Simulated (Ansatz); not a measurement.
Coupled-cluster diagnostics for the cluster Li₉⁺, Ansatz.

Geometry of the singlet (PBE0/def2-TZVP):

```tsv
atom	x (Å)	y (Å)	z (Å)
Li1	-0.0635	1.6984	-2.9516
Li2	1.2430	0.5327	-0.6409
Li3	-0.2347	-0.7669	1.2611
Li4	2.6627	-0.6180	1.6415
Li5	-1.1595	-0.9248	-1.5211
Li6	1.3614	-2.5162	-0.6649
Li7	0.7743	2.0210	1.9839
Li8	-3.1117	-0.9634	0.9913
Li9	-1.4719	1.5372	-0.0993
```

Correlated methods freeze no core orbitals; core or outer-core shells of Li are correlated, in sets that lack core-valence functions. Another isomer (singlet) lies 0.41 eV lower at PBE0/def2-TZVP; other spin states weren't run for this one.

**Question.** Estimate the CCSD(T) correlation energy, the shares of MP2 and (T), T1 and the reference's ⟨S²⟩ for: charge 1, singlet, own geometry in def2-TZVPP; and the rough time on 4 threads of Arm Neoverse V1 on a shared host.

**Answer.** 
```csv
state,basis,correlation (eV),MP2 share (%),(T) share (%),T1,⟨S²⟩ (pure),wall time,remarks
"charge 1, singlet, own geometry",def2-TZVPP,-13.151,83.7,3.0,0.015,0.00 (0.00),36 s,restricted SCF unstable
```
Customary marks for T1 are 0.02 (closed shells), 0.045 (open shells) and about 0.05 (3d metals). T1 stays under 0.02 throughout.
